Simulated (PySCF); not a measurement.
NMR data simulated for an unnamed compound:

1H NMR (300 MHz, computed): δ 7.81 (m, 1H), 4.26 (s, 3H), 2.80 (m, 1H), 1.13 (d, 6H).

13C{1H} NMR (computed): δ 185.9 (CH), 167.5 (C), 123.4 (C), 38.4 (CH), 23.5 (CH3).

[PySCF 2.14: shielding tensors at PBE0/pcSseg-1 (GIAO); geometry: GFN2-xTB; equivalent nuclei averaged; one computed conformer; non-relativistic; gas phase]

δ = σ(ref) − σ, references computed at the same level: TMS for 1H, 13C.

Question: Which of these does the molecule contain: a Si–H bond, a (CH3)2CH unit, a Si–CH3 group, a non-aromatic C=C double bond, an S-methyl group, a C≡C triple bond?

Answer: 
- A Si–H bond: yes (δH 4.26 (s)).
- A (CH3)2CH unit: yes (δC 23.5, 38.4; δH 1.13 (d), 2.80 (m)).
- A Si–CH3 group: no.
- A non-aromatic C=C double bond: yes.
- An S-methyl group: no.
- A C≡C triple bond: no.

The data belong to SMILES CC(C)/C=C(\[SiH3])C(=O)F, C6H11FOSi; they needn't prove each group on their own.

Carbon signals by region: 2 in the far downfield region (above 160 ppm), 1 in the sp2 and nitrile region (100–160 ppm), 2 below 50 ppm. Above 160 ppm: 185.9, β carbon of a C=C–C=O unit, 167.5, carbonyl carbon.

Splittings by 19F in the carbon and heteronuclear signals aren't shown, as no couplings were computed. Shifts are as computed. Against solution values, carbons near 30 ppm lie about +3 ppm off and those near 130 ppm about +5 ppm. Of 1211 compounds with measured shifts, 218 miss one by over three times the rms of a fit or turn the order of signals round; such compounds aren't used in these exercises. No couplings were computed; multiplicities are counted from neighbouring protons, with m where these are inequivalent, close in shift, in a saturated or five-membered ring or joined by F or P, and br s for small geminal =CH2 splittings.
